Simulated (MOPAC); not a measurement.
Input file for MOPAC: PM3 on BeBr, 2S+1 = 2, a spin state set in the input, which need not be the lowest, a point of a bond scan (R = 2.090 Å).

```
PM3 1SCF PRECISE CHARGE=0 UHF MS=0.5 THREADS=1
BeBr

Be     0.00000000 1     0.00000000 1     0.00000000 1
Br     0.00000000 1     0.00000000 1     2.09028200 1
```

The log:

```
*******************************************************************************
 **                                                                           **
 **                              MOPAC v23.2.5                                **
 **                                                                           **
 *******************************************************************************
 ** MOPAC's Digital Object Identifier: https://doi.org/10.5281/zenodo.6511958 **
 **                                                                           **
 ** Please cite the open-source release paper for use of this MOPAC version:  **
 ** J. E. Moussa and J. J. P. Stewart (2026)                                  **
 ** MOPAC: An open-source semiempirical molecular orbital program             **
 ** J. Open Source Softw., 11(119), 8025, https://doi.org/10.21105/joss.08025 **
 *******************************************************************************

                              PM3 CALCULATION RESULTS

 *******************************************************************************
 *  PM3        - The PM3 Hamiltonian to be used
 *  UHF        - UNRESTRICTED HARTREE-FOCK CALCULATION
 *
 *
 *
 *                 CHARGE ON SYSTEM = 0
 *
 *
 *
 *  MS=        - IN MECI, MAGNETIC COMPONENT OF SPIN =  0.5
 *  PRECISE    - TIGHTER CRITERIA TO BE USED
 *  1SCF       - DO 1 SCF AND THEN STOP
 *  THREADS=1  - MULTI-THREADING NOT USED
 *  T=         - A TIME OF 172800.0 SECONDS REQUESTED
 *  DUMP=N     - RESTART FILE WRITTEN EVERY 7200.0 SECONDS REQUESTED
 *******************************************************************************
PM3 1SCF PRECISE CHARGE=0 UHF MS=0.5 THREADS=1
 BeBr

   ATOM   CHEMICAL          X               Y               Z
  NUMBER   SYMBOL      (ANGSTROMS)     (ANGSTROMS)     (ANGSTROMS)

     1      Be          0.00000000  *   0.00000000  *   0.00000000  *
     2      Br          0.00000000  *   0.00000000  *   2.09028200  *



          CARTESIAN COORDINATES

    NO.       ATOM           X           Y           Z

     1        Be          0.0000      0.0000      0.0000
     2        Br          0.0000      0.0000      2.0903

 Be: (PM3): J. J. P. STEWART, J. COMP. CHEM. 10, 209 (1989).
 Br: (PM3): J. J. P. STEWART, J. COMP. CHEM. 10, 209 (1989).

           Empirical Formula: Be Br  =     2 atoms



      MOLECULAR POINT GROUP   :   C*v


          UHF CALCULATION, NO. OF ALPHA ELECTRONS =    5
                           NO. OF BETA  ELECTRONS =    4

 -------------------------------------------------------------------------------
 PM3 1SCF PRECISE CHARGE=0 UHF MS=0.5 THREADS=1
 BeBr



     1SCF WAS SPECIFIED, SO BFGS WAS NOT USED
     SCF FIELD WAS ACHIEVED


                              PM3 CALCULATION
                                                       MOPAC v23.2.5 Linux




          FINAL HEAT OF FORMATION =         25.97802 KCAL/MOL =     108.69203 KJ/MOL


          COSMO AREA              =         87.55 SQUARE ANGSTROMS
          COSMO VOLUME            =         72.29 CUBIC ANGSTROMS

          IONIZATION POTENTIAL    =          9.485724 EV
          ALPHA SOMO LUMO (EV)    =         -9.486  1.065
          BETA  SOMO LUMO (EV)    =        -11.069 -1.634
          NO. OF ALPHA ELECTRONS  =          5
          NO. OF BETA  ELECTRONS  =          4
          MOLECULAR WEIGHT        =         88.9162         POINT GROUP:  C*v

          MOLECULAR DIMENSIONS (Angstroms)

            Atom       Atom       Distance
           Br     2   Be     1     2.09028
           Br     2   Be     1     0.00000
           Be     1   Br     2     0.00000


          SCF CALCULATIONS        =          1





   ATOM   CHEMICAL          X               Y               Z
  NUMBER   SYMBOL      (ANGSTROMS)     (ANGSTROMS)     (ANGSTROMS)

     1      Be          0.00000000  *   0.00000000  *   0.00000000  *
     2      Br          0.00000000  *   0.00000000  *   2.09028200  *

                             CARTESIAN COORDINATES

   1   Be        0.000000000     0.000000000     0.000000000
   2   Br        0.000000000     0.000000000     2.090282000


           Empirical Formula: Be Br  =     2 atoms



      MOLECULAR POINT GROUP   :   C*v


          ALPHA EIGENVALUES
 -17.34577 -12.79622 -11.12723 -11.12723  -9.48572   1.06484   1.18537   1.18537


           BETA EIGENVALUES
 -16.59415 -12.50486 -11.06909 -11.06909  -1.63380   1.45606   1.45606   1.74081


              NET ATOMIC CHARGES AND DIPOLE CONTRIBUTIONS

  ATOM NO.   TYPE          CHARGE      No. of ELECS.   s-Pop       p-Pop
    1         Be           0.543352        1.4566     1.20146     0.25519
    2         Br          -0.543352        7.5434     1.90191     5.64145
 DIPOLE           X         Y         Z       TOTAL
 POINT-CHG.     0.000     0.000    -5.455     5.455
 HYBRID        -0.000     0.000    -0.004     0.004
 SUM           -0.000     0.000    -5.460     5.460


          ATOMIC ORBITAL ELECTRON POPULATIONS

     Atom    s        px        py        pz
    1 Be   1.20146   0.01585   0.01585   0.22349
    2 Br   1.90191   1.98415   1.98415   1.67315


                    (SZ)    =    0.500000
                    (S**2)  =    0.752127


          ATOMIC ORBITAL SPIN POPULATIONS

    Atom   Total    s     px     py     pz
         Atomic
    1 Be  0.8135  0.726 -0.000 -0.000  0.088
    2 Br  0.1865  0.052  0.000  0.000  0.133

 **********************
 *                    *
 * JOB ENDED NORMALLY *
 *                    *
 **********************




 == MOPAC DONE ==
```

The run finished.

Cost: roughly 0.020 core-seconds.
